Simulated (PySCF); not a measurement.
PbH₂, SMILES [PbH2] (connectivity only; charge and spin as stated), neutral, multiplicity 1.

Coordinates come from a B3LYP-D3(BJ)/def2-TZVPD optimisation. The def2 effective core potentials stand for the cores of Pb; spin–orbit coupling is left out.

Computed with C-PCM-M06-2X/def2-TZVPD in PySCF.

The values are the electrostatic part of the solvation free energy, E(continuum) − E(gas) at the gas-phase geometry, in a cavity of scaled van der Waals radii (PySCF's table); cavitation and dispersion terms are not included. A continuum can't describe solvent molecules that bind to the metal. In vacuum the orbital gap is 5.72 eV. The dipole moment in vacuum is 1.71 D.

```tsv
solvent	ε	ΔG(elec) (kcal/mol)	dipole (D)	gap (eV)
water	78.36	-5.4	2.89	6.17
chloroform	4.71	-4.1	2.54	6.07
2-propanol	19.26	-5.1	2.81	6.15
```
